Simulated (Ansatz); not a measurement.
Reaction (silylene formation by 1,1-elimination): `O[Si](F)(Br)Br` → `FBr` + `O[Si]Br`

Isolated molecules relaxed with PBE0-D4/def2-TZVP in Ansatz; ΔE leaves out vibrations. CBS: MP2 limit from def2 TZ/QZ plus the TZ coupled-cluster correction, frozen cores. DFT in def2-TZVPP. B3LYP here is the variant with VWN-RPA as its local correlation; programs differ in this. For Br outer-core shells are correlated without core-valence functions, which leaves a few kJ/mol of doubt a bond. Scalar relativity is left out up to krypton. Each species was taken in one conformer, which may not be the lowest.

`O[Si](F)(Br)Br`:

Z-matrix (Å, degrees):
```
Si
F 1 1.580
Br 1 2.195 2 106.6
O 1 1.614 2 111.0 3 121.4
Br 1 2.178 2 108.1 3 -120.6
H 4 0.960 1 118.5 2 -80.6
```

`FBr`:

```xyz
2

F    -0.576    0.083   -0.655
Br    0.576   -0.083    0.655
```

`O[Si]Br`:

Z-matrix (Å, degrees):
```
O
Si 1 1.636
H 1 0.963 2 120.7
Br 2 2.289 1 101.2 3 0.0
```

```tsv
level	ΔE (kcal/mol)
revPBE-D4	134.4
r2SCAN0-D4	153.4
ωB97M-V	142.1
revPBE	128.5
B3LYP	134.7
r2SCAN0	152.7
LC-ωPBE	147.8
MP2/CBS(def2)	156.1
```

Problem. What does CCSD(T)/CBS give? (An estimate is asked.)

Solution. Computed: +147.7 kcal/mol. The listed levels differ from it by -13.3, 5.7, -5.6, -19.2, -13.0, 5.0, 0.1, 8.4 kcal/mol.

Largest T1 diagnostic among the species: 0.012.

At CCSD(T), def2-SVP lies −8.7 kcal/mol from the extrapolated value and def2-TZVPP −2.7 kcal/mol. From BLYP to BHLYP (50 % exact exchange), in def2-TZVPP and without D4, ΔE moves by +20.6 kcal/mol. The D4 term adds +4.2 kcal/mol with B3LYP and +2.2 kcal/mol with PBE0; it sums over pairs of atoms, weighted by their polarisabilities, and B3LYP, whose exchange is more repulsive, gets the larger term.
